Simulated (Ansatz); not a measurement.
Reactions of `C[O][GeH2][SeH]`.

Gas-phase electronic energies from Ansatz, PBE0-D4/def2-TZVP geometries. CCSD(T)/CBS is the MP2 limit (def2-TZVPP, def2-QZVPP) plus CCSD(T) − MP2 in def2-TZVPP, frozen cores. This one scheme is used for every species. Functionals use def2-TZVPP. Elements past krypton have def2 core potentials. For Ga, Ge, In, Se outer-core shells are correlated without core-valence functions, which leaves a few kJ/mol of doubt a bond. Scalar relativity is left out up to krypton. Each species was taken in one conformer, which may not be the lowest.

```csv
reaction,PBE0-D4 (kJ/mol)
`C[O][GeH2][SeH]` + `C=O` → `O=[CH][GeH2][SeH]` + CH₃OH,46
`C[O][GeH2][SeH]` + `C1=CN1` → `CN1C=C1` + `[OH][GeH2][SeH]`,-35
`C[O][GeH2][SeH]` + `FCS` → `FC(S)[SeH]` + `C[O][GeH3]`,127
`C[O][GeH2][SeH]` + `Cl[SiH](Cl)Cl` → `Cl[Si](Cl)(Cl)[SeH]` + `C[O][GeH3]`,11
`C[O][GeH2][SeH]` + `B1O[SiH2]1` → `[SeH][SiH]1BO1` + `C[O][GeH3]`,-1
`C[O][GeH2][SeH]` + `[F][InH][Cl]` → `[F][In]([Cl])[SeH]` + `C[O][GeH3]`,-29
`C[O][GeH2][SeH]` + `OBS` → `COBS` + `[OH][GeH2][SeH]`,-3
`C[O][GeH2][SeH]` + `[CH3][GaH][F]` → `C[O][GeH3]` + `[CH3][Ga]([F])[SeH]`,-39
`C[O][GeH2][SeH]` + `CC[SiH3]` → `[SiH3]CC[SeH]` + `C[O][GeH3]`,117
`C[O][GeH2][SeH]` + `CC(O)F` → `CC(O)(F)[SeH]` + `C[O][GeH3]`,117
```

**Question.** Give the CCSD(T)/CBS values in the same order. (An estimate is asked.)

**Answer.** The calculation gave: 54, -34, 123, 12, -1, -35, -3, -42, 113, 115 kJ/mol.

Largest T1 diagnostic: 0.017, for `B1O[SiH2]1`.
